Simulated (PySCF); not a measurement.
MN15 on Sm⁺ (samarium, charge +1)

Configuration: [Xe] 4f6 6s1, high-spin 8F determinant. All numbers are calculated (PySCF 2.14, scalar relativity by spin-free X2C-1e, in cc-pVDZ-X2C).

```
Total energy                                                  : -10433.52 hartree
One-electron energy                                           : -14232.40 hartree
Hartree (Coulomb) energy                                      : 4044.72 hartree
Exchange-correlation energy                                   : -245.84 hartree
⟨S²⟩                                                          : 15.7508
⟨L²⟩                                                          : 12.020
Sum of ⟨r⟩                                                    : 39.27 bohr
Sum of ⟨r²⟩                                                   : 58.67 bohr²
Traceless quadrupole moment −½Σ⟨3z² − r²⟩ along its main axis : -0.586 e·bohr²
Langevin diamagnetic susceptibility                           : -46.5 ×10⁻⁶ cm³/mol
Time after the integrals                                      : of the order of 11 core-seconds
```

```tsv
shell	electrons	mean orbital energy (eV)	spread (eV)	rms radius, mean of both spins (bohr)
1s α	1	-46639.2	0	0.0259
1s β	1	-46639.2	0	0.0259
2s β	1	-7570.2	0	0.105
2s α	1	-7570.2	0	0.105
2p β	3	-6795.3	0.263	0.0939
2p α	3	-6795.3	0.266	0.0939
3s β	1	-1651.1	0	0.274
3s α	1	-1650.9	0	0.274
3p α	3	-1411.3	1.632	0.273
3p β	3	-1411.1	1.600	0.273
3d α	5	-1070.4	0.861	0.250
3d β	5	-1069.7	1.234	0.250
4s α	1	-331.69	0	0.619
4s β	1	-330.86	0	0.619
4p α	3	-252.80	2.515	0.657
4p β	3	-251.33	2.512	0.657
4d α	5	-138.24	1.116	0.726
4d β	5	-135.02	2.175	0.726
5s α	1	-53.514	0	1.51
5s β	1	-51.327	0	1.51
5p α	3	-32.494	0.741	1.77
5p β	3	-30.595	1.093	1.77
4f α	6	-13.042	0.683	1.12
6s α	1	-9.598	0	4.23
```

Spin-orbit coupling, absent here, splits the open shell strongly.

Densities and radii are taken from the X2C orbitals without a picture-change correction, which distorts them close to the nucleus.
